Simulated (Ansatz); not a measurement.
`[Cl][In]([Cl])[Cl]` + HBr → `[Cl][In]([Cl])[Br]` + HCl at 298.15 K and 1 bar (ligand exchange at the In–Cl bond).

Calculated with Ansatz (gas phase, PBE0-D4/def2-TZVP geometries, no zero-point term in ΔE). CCSD(T)/CBS adds triple-zeta CCSD(T) − MP2 to the extrapolated MP2 energy (def2 sets, frozen cores). This one scheme is used for every species. Elements past krypton have def2 core potentials. For Br, In outer-core shells are correlated without core-valence functions, which leaves a few kJ/mol of doubt a bond. Scalar relativity is left out up to krypton.

```
             species  CCSD(T)/CBS energy (Eh)  H − E (kJ/mol)  S (J/(mol·K))
`[Cl][In]([Cl])[Cl]`              -1569.29867            26.9          341.0
                 HBr              -2573.91920            24.6          198.6
`[Cl][In]([Cl])[Br]`              -3682.84497            26.5          361.4
                 HCl               -460.38127            26.6          186.8
```

H − E and S are ideal-gas, rigid-rotor, harmonic terms from PBE0-D4/def2-TZVP. 1 Eh = 2625.50 kJ/mol, R = 8.31446 J/(mol·K).

Problem. By hand: ΔE, ΔH, ΔS and ΔG.

Solution. ΔE = (-3682.84497) + (-460.38127) − (-1569.29867) − (-2573.91920) = -0.00837 Eh = -22.0 kJ/mol. Δ(H − E) = 26.5 + 26.6 − 26.9 − 24.6 = 1.6, so ΔH = -20.4 kJ/mol. ΔS = 361.4 + 186.8 − 341.0 − 198.6 = 8.6 J/(mol·K). ΔG = -20.4 − 298.15 × (8.6)/1000 = -23.0 kJ/mol.

Problem. By hand: the equilibrium constant, and the temperature at which ΔG would vanish if ΔH and ΔS stayed fixed.

Solution. log₁₀ K = −ΔG/(RT ln 10) = 4.0. ΔH and −TΔS have one sign here, so there is no such temperature.

The number of gas molecules stays the same, so ΔS is small and ΔH decides. A doubt of 5 kJ/mol in ΔE shifts log₁₀ K by 0.9 here. These are equilibria of isolated gas molecules and say nothing of rates. Largest T1 diagnostic: 0.012 (customary marks: 0.02 for closed shells, 0.045 for open ones).
